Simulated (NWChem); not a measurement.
System: thionyl fluoride (SOF₂); SMILES O=S(F)F

Here is an NWChem input.

```
start job
memory heap 200 mb stack 900 mb global 1100 mb
geometry units angstroms noautoz
  O      0.005986    -1.371071    -0.389891
  S      0.000753    -0.172811     0.403403
  F      1.165575     0.780066    -0.186427
  F     -1.172333     0.769866    -0.186440
end
basis spherical
  O library def2-svp
  S library def2-svp
  F library def2-svp
end
dft
  xc xperdew91 perdew91
  iterations 150
  mulliken
end
task dft energy
```

Coordinates come from a PBE0/def2-SVP optimisation.

**Question.** What results follow from this input? (PW91/def2-SVP.) Quantities: energy (Ha); highest occupied level (eV); orbital gap (eV); dipole (D).

**Answer.** 
```
Quantity                      Result
---------------------------  -------
energy (Ha)                  -672.64
highest occupied level (eV)    -7.94
orbital gap (eV)                5.78
dipole (D)                      1.63
```
